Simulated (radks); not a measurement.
Problem. Radial electron density D(r) = 4 pi r^2 rho(r) of an atom or ion with 12 electrons. Method: Dirac Kohn-Sham, PBE, spin-unpolarised, spherical densities, point nucleus; computed with a radial shooting solver on a logarithmic mesh with Libxc functionals.

```
   r/bohr * D(r) (the largest magnitude, 103, reaches the edge; | marks zero)
 0.002442 |          *
 0.002731 |           *
  0.00303 |             *
 0.003389 |                *
 0.003761 |                  *
 0.004207 |                     *
 0.004668 |                       *
 0.005221 |                           *
 0.005793 |                              *
 0.006479 |                                 *
  0.00719 |                                    *
 0.007978 |                                       *
 0.008923 |                                          *
 0.009901 |                                            *
  0.01107 |                                              *
  0.01229 |                                               *
  0.01374 |                                                *
  0.01525 |                                               *
  0.01706 |                                              *
  0.01893 |                                             *
  0.02117 |                                           *
  0.02349 |                                         *
  0.02628 |                                       *
  0.02916 |                                      *
  0.03261 |                                       *
  0.03618 |                                        *
  0.04047 |                                           *
  0.04491 |                                              *
  0.05023 |                                                  *
  0.05574 |                                                     *
  0.06234 |                                                      *
  0.06917 |                                                     *
  0.07676 |                                                 *
  0.08585 |                                           *
  0.09526 |                                   *
   0.1066 |                           *
   0.1182 |                    *
   0.1322 |              *
   0.1467 |           *
   0.1641 |         *
   0.1821 |        *
   0.2037 |       *
    0.226 |     *
   0.2528 |    *
   0.2805 |  *
   0.3138 | *
   0.3482 |*
   0.3894 *
   0.4321 *
   0.4833 *
   0.5363 *
   0.5998 *
   0.6656 *
```

What is the nuclear charge?

Solution. Z = 67. The innermost maximum, from 1s, lies near gamma/Z bohr with gamma = sqrt(1 - (Z/c)^2) = 0.872, here 0.013 bohr (found: 0.0139), and its height grows with Z. The density is that of the holmium ion Ho55+ in [Ne] 3s2; the configuration itself is not fixed sharply by these data, and Z only to a few units. D(r) has 2 maxima, at r = 0.0139, 0.0623 bohr, and minima at 0.0301 bohr, inside which lie 2.12 electrons.
